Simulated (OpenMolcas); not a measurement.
**Os4+: moving or changing the point charges**

Os4+ among 2 point charges of -1.5 e arranged as a linear pair (D∞h), 1.81 Å from the ion.
```
   0.0000    0.0000    1.8100  -1.50
   0.0000    0.0000   -1.8100  -1.50
```

```yaml
Program: OpenMolcas
Method: "SS-CASPT2, IPEA 0.25 Eh, imaginary shift 0.1 Eh (closed shells correlated: 5s 5p)"
Basis: ANO-RCC-VDZP [7s6p4d2f1g]
Scalar_Hamiltonian: DKH2, point nucleus
Active_space: 4 electrons in 5 orbitals (5d)
State_averaging: 2S+1 = 5 even, 5 roots; 2S+1 = 3 even, 45 roots; 2S+1 = 1 even, 50 roots
Spin-orbit_coupling: RASSI with atomic mean-field integrals over the reference wave functions
```

Runs around this geometry, states (labels by Λ). Energies in cm-1 above the lowest state or level, χT in cm3 K/mol.

```tsv
R (Å)	q (e)	Ground state	First state of that spin	First gap with spin-orbit (degeneracies)	χT at 300 K	First state of another spin
1.99	-1.2	5Σ	5Π 5030	2960 (1, 2)	0.114	3Φ 16700
1.81	-1.5	5Σ	5Π 6610	2360 (1, 2)	0.179	3Φ 13180
2.16	-1.5	5Σ	5Π 4430	3030 (1, 2)	0.107	3Φ 16550
```

Taking the first state of the same spin as R^-n, n = -ln(4430 / 6610) / ln(2.16 / 1.81) = 2.3 between the shortest and longest distance.

Roots that are degenerate in the reference are averaged as groups; the widest CASPT2 spread within a group is 60 cm-1 (the 2-fold group of multiplicity 1 near 81600 cm-1 above the lowest state of its run, R = 2.16, q = -1.5). Shifts and gaps below about the spread of the groups concerned are not significant. Point charges give a weaker field than real ligands, and real ions of this kind are as a rule low spin; the high spin found here belongs to the model. Free-ion shares, where given, are those of the reference states; single-state CASPT2 does not remix them. Spin-orbit coupling mixes the spin-free states strongly: the lowest level takes only 39 % from its leading state, 5Σ (figures for R = 1.99, q = -1.2; the like holds for R = 1.81, q = -1.5, R = 2.16, q = -1.5). This shell can be high or low spin here, a state of another spin lies low, and with metal d orbitals alone active their balance is uncertain, so the ground spin may be wrong (holds for R = 1.81, q = -1.5). This is an electrostatic model: the charges have no orbitals. No measured value stands beside these numbers.
